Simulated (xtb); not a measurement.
F$_{3}$Te, charge +1, singlet, geometry from GFN2-xTB; GFN0-xTB run with xtb 6.7.1.

The xtb input:
```
$ xtb mol.xyz --gfn 0 --chrg 1 --acc 0.0001 --json

# file mol.xyz
4

Te    -0.06651998     0.12188136     0.33078461
F     -1.16789324    -1.07688202    -0.58739142
F      0.08902262     1.21325728    -1.17845659
F      1.46320830    -0.84057864    -0.14535195
```

The log (banner, timings and long lists left out):

```
   ID    Z sym.   atoms
    1   52 Te     1
    2    9 F      2-4

           -------------------------------------------------
          |                Calculation Setup                |
           -------------------------------------------------

           -------------------------------------------------
          |                 G F N 0 - x T B                 |
           -------------------------------------------------

          ...................................................
          :                      SETUP                      :
          :.................................................:
          :  # basis functions                  22          :
          :  # atomic orbitals                  21          :
          :  # shells                            9          :
          :  # electrons                        26          :
          :  electronic temp.          300.0000000     K    :
          :  accuracy                    0.0001000          :
          :  -> integral cutoff          0.6500000E+02      :
          :  -> integral neglect         0.1000000E-11      :
          ...................................................

         :::::::::::::::::::::::::::::::::::::::::::::::::::::
         ::                     SUMMARY                     ::
         :::::::::::::::::::::::::::::::::::::::::::::::::::::
         :: total energy             -12.881282870505 Eh    ::
         :: gradient norm              0.016446410473 Eh/a0 ::
         :: HOMO-LUMO gap              3.475243670860 eV    ::
         ::.................................................::
         :: H0 energy                -14.349093001195 Eh    ::
         :: repulsion energy           0.026648779127 Eh    ::
         :: electrostat energy         1.441767095155 Eh    ::
         :: -> Gsolv                   0.000000000000 Eh    ::
         ::    -> Gsasa                0.000000000000 Eh    ::
         ::    -> Gshift               0.000000000000 Eh    ::
         :: dispersion energy         -0.000605743593 Eh    ::
         :: short-range corr.          0.000000000000 Eh    ::
         :: add. restraining           0.000000000000 Eh    ::
         :: total charge               1.000000000000 e     ::
         :::::::::::::::::::::::::::::::::::::::::::::::::::::

           -------------------------------------------------
          |                Property Printout                |
           -------------------------------------------------

    * Orbital Energies and Occupations

         #    Occupation            Energy/Eh            Energy/eV
      -------------------------------------------------------------
         1        2.0000           -0.8517517             -23.1773
         2        2.0000           -0.8209517             -22.3392
         3        2.0000           -0.8209517             -22.3392
         4        2.0000           -0.6128997             -16.6778
         5        2.0000           -0.4761934             -12.9579
         6        2.0000           -0.4761934             -12.9579
         7        2.0000           -0.4684199             -12.7464
         8        2.0000           -0.4450354             -12.1100
         9        2.0000           -0.4450354             -12.1100
        10        2.0000           -0.4424291             -12.0391
        11        2.0000           -0.4422310             -12.0337
        12        2.0000           -0.4422310             -12.0337
        13        2.0000           -0.4302231             -11.7070 (HOMO)
        14                         -0.3025102              -8.2317 (LUMO)
        15                         -0.3025102              -8.2317
        16                         -0.1072126              -2.9174
        17                          0.0960646               2.6141
        18                          0.0966435               2.6298
        19                          0.0966435               2.6298
        20                          0.8470554              23.0496
        21                          0.8470554              23.0496
      -------------------------------------------------------------
                  HL-Gap            0.1277129 Eh            3.4752 eV
             Fermi-level            0.0000000 Eh            0.0000 eV

     #   Z          covCN         q      C6AA      α(0)
     1  52 Te       2.180     1.211   345.063    34.230
     2   9 F        0.727    -0.070    10.036     3.650
     3   9 F        0.727    -0.070    10.036     3.650
     4   9 F        0.727    -0.070    10.036     3.650

 Mol. C6AA /au·bohr⁶  :        758.853986
 Mol. C8AA /au·bohr⁸  :      50053.016563
 Mol. α(0) /au        :         45.179784

Wiberg/Mayer (AO) data.
largest (>0.10) Wiberg bond orders for each atom

 ---------------------------------------------------------------------------
     #   Z sym  total        # sym  WBO       # sym  WBO       # sym  WBO
 ---------------------------------------------------------------------------
     1  52 Te   3.518 --     4 F    1.173     3 F    1.173     2 F    1.173
     2   9 F    1.293 --     1 Te   1.173
     3   9 F    1.293 --     1 Te   1.173
     4   9 F    1.293 --     1 Te   1.173
 ---------------------------------------------------------------------------

Topologies differ in total number of bonds
Writing topology from bond orders to xtbtopo.mol

 dipole moment from electron density (au)
     X       Y       Z
  -0.2993   0.5484   1.4885  total (Debye):    4.103

           -------------------------------------------------
          | TOTAL ENERGY              -12.881282870505 Eh   |
          | GRADIENT NORM               0.016446410473 Eh/α |
          | HOMO-LUMO GAP               3.475243670860 eV   |
           -------------------------------------------------

normal termination of xtb
```
